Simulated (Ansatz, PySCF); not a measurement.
Gas-phase reaction 2 R1 + R2 → 2 P1 + P2, each structure at its B3LYP-D3(BJ)/def2-TZVP stationary point, reached from a drawn start (curvature not checked).
P1, CH4 (SMILES C) (charge 0, multiplicity 1):
```xyz
5

C      0.00000     0.00000     0.00000
H      0.62892     0.62892     0.62892
H     -0.62892    -0.62892     0.62892
H      0.62892    -0.62892    -0.62892
H     -0.62892     0.62892    -0.62892
```
R1, H2 (SMILES [H][H]) (charge 0, multiplicity 1):
```xyz
2

H      0.0000     0.0000     0.3720
H      0.0000     0.0000    -0.3720
```
P2: SiH4 (SMILES [SiH4]), charge 0, multiplicity 1.
R2, C2H8Si (SMILES C[SiH2]C) (charge 0, multiplicity 1, Z-matrix in Å and degrees):
```
Si
H 1 1.4862
H 1 1.4862 2 107.49
C 1 1.8768 2 109.51 3 118.88
H 4 1.0916 1 111.19 2 -58.82
H 4 1.0922 5 107.90 1 -121.83
H 4 1.0922 5 107.90 6 -116.34
C 1 1.8768 2 109.51 3 -118.88
H 8 1.0916 1 111.19 2 58.81
H 8 1.0922 9 107.90 1 121.83
H 8 1.0922 9 107.90 10 116.34
```

P less R. No zero-point or thermal terms.

Correlated levels freeze the cores. CBS: X⁻³ extrapolation of the correlation energy, Hartree–Fock from the larger set.

The values were computed with Ansatz (a program for electronic structure); PySCF for the D3/D4 terms. All values are computed, each at the level named.

PBE/def2-TZVPP gives -14.06 kcal/mol for the reaction energy.

Where do these levels fall relative to PBE: PBE-D3(BJ)/def2-TZVPP, r2SCAN/def2-TZVPP, B3LYP/def2-TZVPP, wB97M-V/def2-TZVPP, B2PLYP/def2-TZVPP, MP2/CBS(cc-pV(T+d)Z, cc-pV(Q+d)Z), CCSD(T)/CBS(cc-pV(T+d)Z, cc-pV(Q+d)Z).

PBE-D3(BJ)/def2-TZVPP 1.88; r2SCAN/def2-TZVPP 1.25; B3LYP/def2-TZVPP -3.76; wB97M-V/def2-TZVPP 1.09; B2PLYP/def2-TZVPP -1.77; MP2/CBS(cc-pV(T+d)Z, cc-pV(Q+d)Z) 3.63; CCSD(T)/CBS(cc-pV(T+d)Z, cc-pV(Q+d)Z) 1.44 kcal/mol. 5 of 7 lie above PBE; the widest gap is to B3LYP/def2-TZVPP.
